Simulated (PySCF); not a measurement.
# Dipole response of Be (beryllium, neutral)

[He] 2s2, closed-shell 1S. All numbers are calculated (PySCF 2.14, the spin-free X2C one-electron Hamiltonian (Gaussian nucleus), in x2c-TZVPPall with one added diffuse shell of s type (6s3p1d, 20 functions)). Coupled (time-dependent) response in atomic units; α is the mean over directions. The basis has no added diffuse functions, which lowers α and C₆.

```json
{"method": "UHF", "mean α (bohr³)": "44.32", "C₆ (like pair)": "274.8", "S(−4)": "1299"}
{"method": "PBE", "mean α (bohr³)": "41.85", "C₆ (like pair)": "251.6", "S(−4)": "1161"}
{"method": "PBE0", "mean α (bohr³)": "42.12", "C₆ (like pair)": "253.6", "S(−4)": "1180"}
{"method": "r2SCANh", "mean α (bohr³)": "43.16", "C₆ (like pair)": "273.7", "S(−4)": "1146"}
{"method": "PW91", "mean α (bohr³)": "41.76", "C₆ (like pair)": "250.9", "S(−4)": "1157"}
```

S(−4) is the Cauchy moment in α(ω) = α(0) + S(−4) ω² + …

Reference α: 37.74 ± 0.03 bohr³ (recommended; Schwerdtfeger and Nagle, table of static dipole polarizabilities (2023 update)). Published C₆: 227.0 (Chu and Dalgarno (2004); Tang, Norbeck and Certain (1976)).

Hartree-Fock lies above the reference because it lacks correlation, which contracts the outer shell.

α(iu) at r2SCANh:

```
u (hartree)  α(iu) (bohr³)
          0          43.16
     0.0500          40.47
      0.100          34.13
      0.200          21.08
      0.300          12.96
      0.500          5.877
      0.750          2.881
       1.00          1.701
       1.50         0.8065
       2.00         0.4804
       3.00         0.2390
       5.00         0.1046
```

A single London oscillator, α(iu) = α/(1 + u²/ω²), gives C₆ = (3/4) ω α². Matching the computed C₆ needs ω = 4 × 273.7 / (3 × 43.16²) = 0.196 hartree.
